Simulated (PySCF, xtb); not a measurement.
Al(Cl)(OH)(SH) (AlClH₂OS), SMILES [Cl][Al]([OH])[SH].

GFN2-xTB in xtb at its own geometry gives an orbital gap of 3.64 eV and a dipole moment of 3.29 D.

Geometry optimised at B3LYP-D3(BJ)/def2-SVP. The values are those of a single conformer.

Problem. What does CAM-B3LYP/def2-TZVPD run with PySCF give? (An estimate is asked for; the answer gives what the named calculation found.)

Solution. gap 8.87 eV (levels -9.30 and -0.43 eV), dipole 1.62 D.
